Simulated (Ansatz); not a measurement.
The cluster Si₁₂⁻ (the lowest doublet isomer of a short search) was relaxed with PBE0-D4 (def2-SVP) in Ansatz in these states: charge -1 doublet, charge -1 quartet. The geometries follow in no particular order.

A:

Cartesian coordinates in Å:
```
Si -2.891 -1.791 0.481
Si 2.170 -1.786 0.377
Si 0.984 -1.175 2.659
Si -0.572 -0.045 -3.038
Si -0.911 -1.306 1.325
Si -1.652 -0.337 -0.804
Si -0.154 1.404 0.123
Si 0.515 1.415 2.404
Si -1.614 1.946 -1.792
Si 0.812 -0.472 -1.058
Si 2.382 0.356 1.385
Si 0.932 1.789 -2.061
```

B:

```xyz
12

Si    1.140   -2.379   -1.724
Si    1.644    1.916   -0.999
Si    3.134   -0.248    1.371
Si   -2.641    0.232   -1.851
Si    1.876   -0.463   -0.538
Si   -0.756   -1.190   -1.133
Si   -0.903   -0.356    1.100
Si    0.979   -0.335    2.488
Si   -2.932   -1.322    0.077
Si   -0.561    1.181   -0.737
Si    1.683    1.700    1.433
Si   -2.663    1.262    0.515
```

Task: Judge from the bond lengths which geometry belongs to which state (an estimate).

Result: A is the charge -1 doublet (Si2–Si3 2.643 Å, Si5–Si6 2.453 Å, Si3–Si8 2.645 Å); B is the charge -1 quartet (Si2–Si3 3.539 Å, Si5–Si6 2.795 Å, Si3–Si8 2.429 Å).

At PBE0-D4/def2-SVP a doublet lies 0.37 eV below the charge -1 quartet. These are the stationary points nearest to one start from a short search; other shapes may lie lower in each state.
